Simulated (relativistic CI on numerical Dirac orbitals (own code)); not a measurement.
# Ti+ in a cubic cluster: 1s photoemission with charge transfer

Computed with a charge-transfer multiplet model of a cubic metal-ligand cluster with up to 2 ligand holes, Slater and spin-orbit integrals from Dirac-Coulomb-Breit ions, Slater integrals scaled by 0.8. The ground state mixes d3 with configurations of k ligand holes L, whose averages lie at kΔ + k(k − 1)U_dd/2; a core hole lowers each added d electron by U_cd. 300 K, Lorentzian 1.1 eV and Gaussian 0.6 eV FWHM.

Atomic integrals in eV (Slater integrals scaled, ζ unscaled), ground: F2dd 5.409, F4dd 3.320, zeta_d 0.009; with the core hole: F2dd 7.209, F4dd 4.482, zeta_d 0.020, G2cd 0.028.

Cluster parameters (eV): Δ = 9.4, U_dd = 5.4, 10Dq = 0.35, 10Dq(ligand) = 1.2, V(eg) = 2.55, V(t2g) = -1.37, final-state hopping factor = 0.9.

```tsv
Case	n_d	d3	d4L	d5L2	S
U_cd = 4.9 eV	3.26	0.75	0.23	0.02	1.50
U_cd = 5.5 eV	3.26	0.75	0.23	0.02	1.50
U_cd = 6.1 eV	3.26	0.75	0.23	0.02	1.50
```

Weights, n_d and S are thermal averages at 300 K. Binding energies count from the first peak over 30 % of the highest in each spectrum, which can be another peak from case to case. The parameters are a model scan and need not match a compound or its usual spin state. Peaks in eV (height, largest 100):
- U_cd = 4.9 eV: 0.0 (100)
- U_cd = 5.5 eV: 0.0 (100), 9.2 (5)
- U_cd = 6.1 eV: 0.0 (100), 9.1 (7)

Curve for U_cd = 4.9 eV (points under 2 left out, the grid thinned):

(E (eV), Intensity): (-3.5, 2.9), (-3.2, 3.5), (-3.0, 3.9), (-2.7, 4.9), (-2.5, 5.7), (-2.2, 7.3), (-2.0, 8.8), (-1.7, 12.0), (-1.5, 15.2), (-1.2, 22.9), (-1.0, 31.2), (-0.7, 51.1), (-0.5, 69.3), (-0.2, 94.8), (0.0, 100.0), (0.3, 83.7), (0.5, 64.8), (0.8, 40.1), (1.0, 29.0), (1.3, 18.7), (1.5, 14.4), (1.8, 10.3), (2.1, 7.7), (2.3, 6.5), (2.6, 5.1), (2.8, 4.4), (3.1, 3.7), (3.3, 3.3), (3.6, 2.8), (3.8, 2.5), (4.1, 2.2), (4.3, 2.0), (6.2, 2.3), (6.4, 2.6), (6.7, 3.0), (6.9, 2.9), (7.2, 2.4), (7.4, 2.1), (8.6, 2.2), (8.8, 2.5), (9.1, 3.2), (9.3, 3.6), (9.6, 3.4), (9.8, 3.0), (10.1, 2.1)

For the case U_cd = 6.1 eV, Δ = 9.4 eV is larger than U_dd = 5.4 eV, the Mott-Hubbard side of the Zaanen-Sawatzky-Allen scheme. With the core hole the configuration with one ligand hole lies at Δ − U_cd = 4.5, 3.9, 3.3 eV from the one without, in the order of the table; where this is negative the screened configuration lies lower, though the effective hopping of about 4.9 eV (from the holes of the mixed ground state) mixes the two strongly wherever it is as large as the gap.
